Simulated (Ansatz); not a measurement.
Ideal-gas functions of ClH3HfO3, SMILES `[OH][Hf]([OH])([OH])[Cl]` at 500 K and 1 bar, from an Ansatz frequency run at PBE0-D4/def2-TZVP.

Molar mass 264.96 g/mol, point group C3 (symmetry number 3), electronic degeneracy 1, moments of inertia 178.543, 301.718, 301.733 u Å². Harmonic wavenumbers (cm⁻¹, unscaled): 126, 126, 146, 162, 163, 164, 220, 221, 253, 254, 283, 363, 689, 689, 720, 4017, 4017, 4022.

Use S(trans) = R[1.5 ln M + 2.5 ln T − 1.1517]; rotational temperatures θ = 24.2544 K / I; S(rot) = R[ln(√π/σ · √(T³/θAθBθC)) + 1.5]; for each mode x = 1.438777 ν̃/T, S = R[x/(eˣ − 1) − ln(1 − e⁻ˣ)] and H = RT x/(eˣ − 1); 1 cm⁻¹ = 0.0119627 kJ/mol; R = 8.31446 J/(mol·K).

Task: By hand: the entropy, in J/(mol·K).

Result: Translation 189.2. Rotation: θ = 0.1358, 0.0804, 0.0804 K, giving 114.9. Vibration, mode by mode: 16.80, 16.80, 15.59, 14.74, 14.68, 14.63, 12.25, 12.22, 11.13, 11.10, 10.25, 8.32, 3.86, 3.86, 3.60, 0.00, 0.00, 0.00, in all 169.8. Electronic 0.0. Sum 473.9 J/(mol·K).

Task: By hand: H − E and G − E in kJ/mol, counted from the electronic energy.

Result: Zero-point energy ½ × 16635 × 0.0119627 = 99.5; thermal vibration 40.5; translation, rotation and pV give 4 RT = 16.6. H − E = 156.6 kJ/mol, and G − E = 156.6 − 500 × 473.9/1000 = -80.3 kJ/mol.

Vibration gives 36 % of the entropy, 49.2 J/(mol·K) of it from the modes under 150 cm⁻¹: soft modes count most, and the harmonic formula is weakest for them. The sum counts one conformer and one mirror image; others add a mixing term.
